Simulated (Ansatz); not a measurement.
C5H5N, singlet, at a GFN2-xTB geometry; PBE/pcseg-1 (Ansatz, a first-principles code).

Input for Ansatz:
Ansatz 0.2 input:
```yaml
crystal:
  periodic: [false, false, false]
  atoms:
    - {symbol: C, position_ang: [2.66077665, -0.71363759, 0.30267415]}
    - {symbol: C, position_ang: [1.38565782, -0.77797540, 0.09699412]}
    - {symbol: C, position_ang: [0.10332973, -0.84039442, -0.08500215]}
    - {symbol: C, position_ang: [-0.88412462, 0.02006734, 0.67008652]}
    - {symbol: C, position_ang: [-1.54654471, 0.91468381, -0.24708526]}
    - {symbol: N, position_ang: [-2.06017246, 1.61011943, -0.99476127]}
    - {symbol: H, position_ang: [3.15213672, -1.33853621, 1.03153334]}
    - {symbol: H, position_ang: [3.29050652, -0.04132934, -0.25777261]}
    - {symbol: H, position_ang: [-0.32037516, -1.51134439, -0.82031737]}
    - {symbol: H, position_ang: [-1.64272434, -0.60748607, 1.14979464]}
    - {symbol: H, position_ang: [-0.37290563, 0.61139761, 1.43408664]}
basis:
  gaussian:
    orbitals: pcseg-1.json
hamiltonian:
  xc: pbe
```
The basis file holds pcseg-1 in the JSON format of the Basis Set Exchange.

Write the output that Ansatz gives for this input, abridged.


```
Functional definition: PBE
1266 factors; their error is unknown
mean field evaluation 1: about -6732.3462 eV, gradient 6.7e1 eV
mean field evaluation 2: about -6722.6829 eV, gradient 9.2e1 eV
mean field evaluation 4: about -6744.2257 eV, gradient 4.2e0 eV
mean field evaluation 8: about -6744.2660 eV, gradient 2.5e-1 eV
mean field evaluation 16: about -6744.1827 eV, gradient 4.3e-4 eV
mean field -6744.18270700 eV, -247.8441431110 hartree, gradient 4.8e-5 eV, S^2 0.000000; 0 other end points of the search recorded, 0 dependent functions left out
reference -6744.18274209 eV, -247.8441444004 hartree; 21, 21 occupied and 88, 88 virtual orbitals, 1266 factors
Total energy: -6744.18274209 eV, -247.8441444004 hartree
```
